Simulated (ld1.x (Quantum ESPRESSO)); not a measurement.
## Hf: excitation energies, all-electron against PAW

```
Element                 : Hf
Generator               : ld1.x (Quantum ESPRESSO) 7.5
Type                    : PAW
Functional              : BLYP
Relativity              : scalar-relativistic
Frozen core             : [Kr] 4d10 4f14
Valence charge          : 12
Reference configuration : 5s2 5p6 5d2 6s2 6p0
Partial waves           : 5s (bound): rcut 1.45, rcutus 1.55 bohr; 6s (bound): rcut 1.45, rcutus 1.55 bohr; 5p (bound): rcut 1.75, rcutus 2.05 bohr; 6p (bound, empty): rcut 1.75, rcutus 2.05 bohr; 5d (bound): rcut 2.65, rcutus 3.10 bohr; 5d channel at 0.5 Ry: rcut 2.65, rcutus 3.10 bohr
Local potential         : all-electron potential smoothed inside 2.95 bohr (lloc = -1)
Core correction         : a·sin(br)/r model core inside 0.85 bohr
Augmentation charge     : GAUSS, radius 1.45 bohr
```

Energies are relative to the spin-unpolarised reference configuration 5s2 5p6 5d2 6s2 6p0; without spin polarisation the order of configurations can differ from experiment. Not all tests gave a result: 3 of 7 tests not solved or not reliable. Left out of the table: 5s2 5p6 5d2 6s0 6p0 (solver errors, printed error -784 eV); 5s2 5p6 5d1 6s0 6p0 (solver errors, printed error -672 eV); 5s2 5p6 5d0 6s0 6p0 (solver errors, printed error -559 eV).

| valence configuration | charge | ΔE all-electron (eV) | error AE − PS (meV) |
| --- | --- | --- | --- |
| 5s2 5p6 5d2 6s0 6p2 | 0 | 7.968 | -0.1 |
| 5s2 5p6 5d3 6s1 6p0 | 0 | 2.605 | -2.9 |
| 5s2 5p6 5d1 6s2 6p0 | +1 | 6.376 | -0.4 |

Q: What are ΔE and the potential's error for 5s2 5p6 5d2 6s1 6p0?

A: ΔE = 7.904 eV all-electron; the error (AE − PS) is -3.2 meV.

ld1.x printed “convergence not achieved” for 2 of the counted tests; their residual had stalled under 1e-8, short of the target of 1e-14.
